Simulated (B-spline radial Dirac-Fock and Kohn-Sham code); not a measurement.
Z = 68 (erbium), transition energy 26.5 keV. Method: a Dirac-Hartree-Slater potential of the neutral atom with a Latter tail (no hole, which puts coefficients of high multipoles low close above an edge), finite nucleus with surface currents. Computed with an atomic code on a B-spline grid. The K shell is not open to conversion at this energy. Subshells that would emit electrons below 1 keV are left out.

Q: A pure transition shows α(L) = 1970, L1/L2 = 14.5 and L1/L3 = 1.96. What is its multipolarity?
A. M2
B. E1
C. E2
D. M3
E. E4
F. M1
G. E3
H. M4

A: A. For comparison, α(L), L1/L2, L1/L3 are E1 1.76, 1.32, 0.919; E2 913, 0.0100, 0.00780; E3 94900, 0.0160, 0.0128; E4 4.13e+06, 0.0147, 0.0116; M1 17.9, 10.5, 65.8; M3 230000, 13.6, 0.196; M4 1.42e+07, 11.5, 0.0618.
